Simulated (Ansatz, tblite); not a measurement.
Removing and adding an electron: ZnTe₂. Charge 0, multiplicity 1. Geometry: B3LYP-D4/def2-TZVP. Ansatz, gas phase; energy differences of separate SCF runs; the oxidised species was run as a doublet alone; the reduced species was run as a doublet alone.

Cartesian coordinates in Å:
```
Zn -1.323 0.003 -0.074
Te 0.689 -1.408 -0.525
Te 0.634 1.404 0.599
```

In the def2 sets Te takes a core potential; there is no spin–orbit coupling. The xTB rows come from tblite. At PBE0-D4/def2-TZVP a triplet of charge 0 lies 0.07 eV below the restricted singlet, each at its own geometry. The structure comes from a short search, and lower isomers may exist.

```csv
level,−HOMO (eV),vertical IE (eV),−LUMO (eV),vertical EA (eV),HOMO–LUMO gap (eV),IE − EA (eV),remarks
GFN1-xTB,9.11,12.44,7.47,4.77,1.64,7.67,–
GFN2-xTB,9.21,13.56,7.35,3.05,1.86,10.51,–
PBE-D4/def2-TZVP,4.69,7.27,4.37,–,0.32,–,–
PBE-D4/def2-TZVPD,4.71,–,4.39,2.13,0.32,–,HOMO above zero (-1 doublet)
r2SCAN-D4/def2-TZVP,4.87,7.33,4.28,–,0.59,–,–
r2SCAN-D4/def2-TZVPD,4.88,–,4.29,2.31,0.59,–,–
PBE0-D4/def2-TZVP,5.59,7.38,3.72,–,1.88,–,–
PBE0-D4/def2-TZVPD,5.61,–,3.73,2.22,1.88,–,–
```

Relaxing the oxidised species (B3LYP-D4/def2-TZVP) changes its energy by -0.12 eV at PBE-D4/def2-TZVP, so the adiabatic ionisation energy to this nearest minimum is 7.15 eV. At PBE0-D4/def2-TZVP it is 7.19 eV.     A HOMO above zero means that the electron is unbound at that level or that self-interaction error raises the level; the energy of removing that electron tells which. Raw xTB energy differences between charge states are shifted by several eV; the methods need an empirical correction for them.
